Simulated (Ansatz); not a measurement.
Basis-set extrapolation for CH$_{3}$AlF$_{2}$Si, SMILES `F[Si]1(F)[CH2][AlH]1` (PBE0-D4/def2-TZVP geometry, frozen core, Ansatz). Multiplicity 1, RHF reference.

```csv
,def2-TZVPP,def2-QZVPP
HF,-769.542774,-769.570481
MP2 correlation,-0.853233,-0.927917
CCSD(T) correlation,-0.910662,not run
```

Energies in hartree. Use E(X) = E(∞) + A·exp(−7.88·√X) for Hartree–Fock and E(X) = E(∞) + B·X^(−2.97) for correlation, with X = 3 and 4, and add CCSD(T) minus MP2 of the smaller set to the MP2 limit.

Q: What is the CCSD(T) energy at the basis-set limit?

A: HF limit: -769.570481 + (-0.027707) × 0.13774 = -769.57430. MP2 limit: -0.927917 + (-0.074684) × 0.74074 = -0.98324. Higher-order term: -0.910662 − (-0.853233) = -0.05743. Total: -770.61497 hartree, 4.40 eV below CCSD(T)/def2-TZVPP.
